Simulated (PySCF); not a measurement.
Computed shifts of a molecule CH4Cl2OSi, PySCF with PBE/pcSseg-1, GIAO, gas phase, atoms alike by connectivity averaged where their shifts nearly agree, in ppm (number of nuclei): ²⁹Si: -8.4 (1). ¹³C: 55.9 (1). ¹H: 6.22 (1), 4.13 (3). References: ²⁹Si against TMS (σ = 335.4 ppm); ³⁵Cl against HCl (σ = 936.5 ppm); ¹⁷O against H2O (σ = 334.3 ppm); ¹³C against TMS (σ = 182.0 ppm); ¹H against TMS (σ = 31.49 ppm), references at their B3LYP-D3(BJ)/def2-TZVP geometries, non-relativistic (without spin–orbit terms, shifts of atoms bonded to Cl or Br come out too high). The structure is a stationary point at PBE0-D3(BJ)/def2-SVP. The values are those of a single conformer.

Task: Pick the molecule that these values belong to.
A) CO[SiH](Cl)Cl
B) OC[SiH](Cl)Cl
C) C[Si](O)(Cl)Cl

Result: A, CO[SiH](Cl)Cl
